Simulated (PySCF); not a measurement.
A TDDFT job was run through a driver script with this input:

```
{"job": {"kind": "uv", "xc": "wB97X-D", "basis": "def2-SVPD", "nstates": 8, "ntriplets": 3}, "charge": 0, "multiplicity": 1}
F      0.019657     1.992995     0.163445
C     -0.838724     0.944063     0.201136
Br    -2.414734     1.442152     1.206300
C     -0.956474     0.078611    -0.998865
C     -0.292848    -0.434054     0.264093
Si     1.585725    -0.679486     0.339819
H     -0.329284     0.324271    -1.843918
H     -1.934867    -0.292553    -1.268265
H     -0.884767    -1.133058     0.843190
H      2.009401    -0.400444     1.709797
H      2.215449     0.230836    -0.612652
H      1.822665    -2.074019    -0.030107
```

Computed, not measured: TDDFT wB97X-D/def2-SVPD, vertical, gas phase, core orbitals frozen in the response in PySCF 2.14.0, density-fitted response routines. Job line and output are in the format of a driver script around the code.

(1) What does the script print for it, SCF cycles aside?

## Answers

(1) 
```
converged SCF energy = -3080.8136386069

Static polarisability (au): isotropic 83.228, principal 70.757 76.084 102.843

Singlet excitations
state   eV       nm        f      main configurations
  1   5.7574    215.3   0.00270   H->L 0.92
  2   6.3514    195.2   0.00390   H-1->L 0.92
  3   7.5708    163.8   0.00387   H-3->L 0.58, H-2->L 0.13
  4   7.6981    161.1   0.12664   H-2->L 0.65, H->L+1 0.13
  5   7.7685    159.6   0.07426   H->L+1 0.45, H-3->L 0.20, H->L+3 0.14
  6   8.2591    150.1   0.01648   H->L+2 0.36, H->L+3 0.29
  7   8.3443    148.6   0.07347   H-1->L+1 0.29, H-1->L+3 0.26, H->L+4 0.17
  8   8.3708    148.1   0.09062   H->L+4 0.34, H-1->L+3 0.15, H-1->L+1 0.15

Triplet excitations (Tamm-Dancoff, eV): 5.1664 5.6687 6.9052
```

Isolated species at its GFN2-xTB geometry, gas phase. The wB97X-D/def2-SVPD calculation is non-relativistic and has no spin–orbit coupling, an omission that weighs most on bromine.

H and L stand for HOMO and LUMO.

The pairwise dispersion term of wB97X-D wasn't added to the energies; at a given geometry it leaves orbitals and properties as they are.
